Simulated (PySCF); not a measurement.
## Broadened absorption spectrum of C2H9ClOSi3

Species: C2H9ClOSi3.
SMILES: `CC(=O)[Si]([SiH3])([SiH3])Cl`

Theory: TDDFT B3LYP/def2-SVPD, vertical, gas phase, core orbitals frozen in the response (PySCF 2.14.0, density-fitted response routines). Isolated species at its GFN2-xTB geometry (one conformer only). Torsions of this conformer, `[CH3:1][C:2](=[O:3])[Si:4]([SiH3:5])([SiH3:6])[Cl:7]`: C1–C2–Si4–Si5 -115°.

Computed states:

```csv
state,E (eV),f
S1,3.46,0.0036
S2,4.75,0.0011
S3,4.96,0.0042
S4,5.48,0.040
S5,5.90,0.014
S6,5.99,0.040
S7,6.17,0.100
S8,6.34,0.104
```

Broadening: Gaussians 0.4 eV wide at half height, area fixed by f = 4.319×10⁻⁹ ∫ε dν̃. The width is an assumption, not a result. The curve ends short of the highest state used, and states not computed would add to its high-energy end.

Question: What does the envelope look like, and where are its maxima?

Answer: 
(E (eV), ε (L mol⁻¹ cm⁻¹)): (2.86, 0), (2.95, 3), (3.03, 9), (3.11, 28), (3.19, 67), (3.27, 127), (3.36, 203), (3.44, 242), (3.52, 232), (3.60, 178), (3.68, 109), (3.77, 48), (3.85, 19), (3.93, 6), (4.01, 1), (4.10, 0), (4.18, 0), (4.26, 1), (4.34, 4), (4.42, 13), (4.51, 36), (4.59, 74), (4.67, 132), (4.75, 206), (4.83, 280), (4.92, 335), (5.00, 358), (5.08, 416), (5.16, 630), (5.24, 1108), (5.33, 1898), (5.41, 2530), (5.49, 2774), (5.57, 2594), (5.65, 2349), (5.74, 2633)

Maxima: 358 nm (3.46 eV), ε about 240, made up of S1 (100%); 226 nm (5.49 eV), ε about 2800, made up of S4 (97%) (ε in L mol⁻¹ cm⁻¹; maxima over ε = 5, shares over 10%). At its high-energy end, 5.74 eV, the curve is still rising (ε about 2600, from S4, S5, S6 and S7).

Question: Does any computed singlet lie in the visible range?

Answer: No computed singlet lies in the visible range (380 to 750 nm); the lowest, at 358 nm, stands 0.20 eV above its violet end (3.26 eV); a Tamm–Dancoff triplet lies at 433 nm, without intensity as long as spin–orbit coupling is left out.

Question: What would ε be at 5.49 eV, the highest of these maxima, with half the width (0.2 eV)?

Answer: About 5300 L mol⁻¹ cm⁻¹ against 2770, a factor of about 1.9; a lone state at its own centre would give exactly 2.

Question: Coming from long wavelengths, where does ε first pass 100 L mol⁻¹ cm⁻¹?

Answer: At about 383 nm (3.24 eV), 0.23 eV below S1.

The run took 49 s of wall time on an Arm Neoverse V2 with one thread, no GPU (shared host), and the process peaked at 1.0 GiB of memory.
